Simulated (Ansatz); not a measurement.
CH5Ga (SMILES [CH3][GaH2]) moved off its minimum; all values from Ansatz (a first-principles code), cores frozen in correlated methods.
(charge 0, multiplicity 1)
```xyz
7

Ga     0.0466    -0.1662    -0.4505
H     -1.2806    -0.3336    -1.2445
H      1.2811    -0.8471    -0.9599
C     -0.0579     0.6803     1.4379
H     -0.1729     1.7362     1.2520
H      0.9004     0.5216     2.0041
H     -0.9852     0.4106     1.9596
```

| level | largest force (eV/Å) | on atom | rms difference from CCSD(T)/cc-pVTZ (eV/Å) | dipole (D) |
|---|---|---|---|---|
| HF/def2-TZVPP | 2.21 | Ga1 | 0.132 | 0.58 |
| PBE/def2-TZVPP | 2.04 | Ga1 | 0.116 | 0.56 |
| r2SCAN/def2-TZVPP | 2.08 | Ga1 | 0.148 | 0.56 |
| B3LYP/def2-TZVPP | 2.00 | Ga1 | 0.109 | 0.54 |
| wB97M-V/def2-TZVPP | 2.10 | Ga1 | 0.151 | 0.52 |
| MP2/cc-pVTZ | 2.14 | Ga1 | 0.055 | 0.54 |
| CCSD(T)/cc-pVTZ | 2.15 | Ga1 | 0.000 | 0.54 |

The differences count from one level among others, with limits of its own. Forces at CCSD(T)/cc-pVTZ (eV/Å):

| atom | Fx | Fy | Fz |
|---|---|---|---|
| Ga1 | -1.062 | 0.444 | 1.817 |
| H2 | -0.455 | 0.131 | -0.367 |
| H3 | 1.338 | -0.470 | -0.542 |
| C4 | 0.733 | -0.538 | -0.752 |
| H5 | 0.151 | 0.713 | -0.011 |
| H6 | -1.170 | 0.054 | -0.255 |
| H7 | 0.464 | -0.335 | 0.109 |
